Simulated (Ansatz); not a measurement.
```xyz
11

F    -2.216   -0.374    1.220
C    -1.364    0.653    1.241
F    -2.068    1.780    1.212
F    -0.694    0.609    2.395
Sn    0.029    0.538   -0.468
F    -0.996    0.745   -2.054
F     1.147    2.072   -0.398
C     1.333   -1.221   -0.746
F     0.602   -2.331   -0.872
F     2.140   -1.377    0.306
F     2.087   -1.094   -1.833
```

Charge 0, multiplicity 1. Sn: def2 effective core potential.

Q: List the CAM-B3LYP/def2-TZVPP orbital energies in eV (the Gaussian-basis code of Ansatz). (An estimate is asked.)

A: Ansatz gave: Occupied: -675.71, -675.71, -675.71, -675.71, -675.70, -675.70, -673.52, -673.52, -286.82, -286.82, -143.21, -98.13, -98.12, -98.07, -39.32, -39.31, -36.84, -36.84, -36.83, -36.83, -34.80, -34.54, -32.28, -32.23, -32.20, -31.85, -31.32, -22.46, -22.31, -19.69, -19.36, -19.35, -19.35, -19.35, -18.81, -16.38, -16.03, -16.02, -16.02, -15.99, -15.10, -15.04, -14.99, -14.99, -14.42, -14.37, -14.36, -13.93, -13.92, -13.51, -13.35, -12.35, -11.07. Lowest empty: -1.42, -0.20, -0.01, 1.73, 3.22, 3.43, 3.51, 3.66.
